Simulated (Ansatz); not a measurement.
A set of 12 reactions (silylene extrusion), with CCSD(T)/CBS values in kJ/mol:

```json
{"reaction": "`CBO[SiH2]C` → `CBOC` + `[SiH2]`", "ΔE": "418.8"}
{"reaction": "`C[Si](C)(C)[O][Ti]([F])([F])[F]` → `C[O][Ti]([F])([F])[F]` + `C[Si]C`", "ΔE": "455.7"}
{"reaction": "`C[SiH](F)I` → `C[Si]F` + HI", "ΔE": "290.9"}
{"reaction": "`C=N[SiH](O)S` → `C=NO` + `[SiH]S`", "ΔE": "485.0"}
{"reaction": "`O[SiH](F)S[SiH2]F` → `O[SiH](F)S` + `F[SiH]`", "ΔE": "276.2"}
{"reaction": "`FC[SiH](F)[SiH3]` → `FC[SiH3]` + `F[SiH]`", "ΔE": "200.0"}
{"reaction": "`C=C[SiH2]NC` → `C=CNC` + `[SiH2]`", "ΔE": "317.0"}
{"reaction": "`C[SiH2][SiH2]C` → `C[SiH3]` + `C[SiH]`", "ΔE": "231.2"}
{"reaction": "`CNB[SiH2]O` → `CNBO` + `[SiH2]`", "ΔE": "189.5"}
{"reaction": "`[SiH3]CS[SiH3]` → `CS[SiH3]` + `[SiH2]`", "ΔE": "229.2"}
{"reaction": "`NC1([SiH3])CO1` → `NC1CO1` + `[SiH2]`", "ΔE": "222.7"}
{"reaction": "`O=CC([SiH3])[SiH3]` → `O=CC[SiH3]` + `[SiH2]`", "ΔE": "245.4"}
```

Calculated with Ansatz (gas phase, PBE0-D4/def2-TZVP geometries, no zero-point term in ΔE). CCSD(T)/CBS is the MP2 limit (def2-TZVPP, def2-QZVPP) plus CCSD(T) − MP2 in def2-TZVPP, frozen cores. This one scheme is used for every species. DFT in def2-TZVPP. B3LYP here is the variant with VWN-RPA as its local correlation; programs differ in this. Elements past krypton have def2 core potentials. For I, Ti outer-core shells are correlated without core-valence functions, which leaves a few kJ/mol of doubt a bond. Scalar relativity is left out up to krypton. One conformer a species, not always the lowest.

Q: Give the mean, mean absolute and largest difference (level minus CCSD(T)/CBS, kJ/mol) for: PBE-D4, r2SCAN-D4, ωB97X-V, ωB97M-V, B2PLYP, r2SCAN, PBE0, B3LYP, MP2/def2-TZVPP, CCSD/def2-TZVPP, CCSD(T)/def2-TZVPP, HF/def2-QZVPP, MP2/def2-QZVPP, CCSD/CBS(def2). (An estimate is asked.)

A: Ansatz gave: 
```
             level   mean  mean absolute  largest
            PBE-D4   -6.0           12.1    -45.8
         r2SCAN-D4   15.3           16.1     22.7
           ωB97X-V    5.6            6.1     10.7
           ωB97M-V   -8.2            8.2    -11.9
            B2PLYP   -9.8            9.8    -14.0
            r2SCAN   12.5           13.8     20.4
              PBE0   -2.4            7.0    -24.1
             B3LYP  -25.1           25.1    -36.5
    MP2/def2-TZVPP   13.6           13.6     23.9
   CCSD/def2-TZVPP  -11.5           11.5    -13.9
CCSD(T)/def2-TZVPP   -8.1            8.1    -11.9
     HF/def2-QZVPP  -17.7           20.6    -29.3
    MP2/def2-QZVPP   18.5           18.5     30.5
    CCSD/CBS(def2)   -3.4            4.1     -6.8
```

The largest T1 diagnostic in the set is 0.023, for `C[O][Ti]([F])([F])[F]` (customary mark 0.02).

CCSD(T)/CBS is a level of theory with its own doubt, and the functionals carry their triple-zeta basis error, so these figures describe this set and don't rank the functionals.
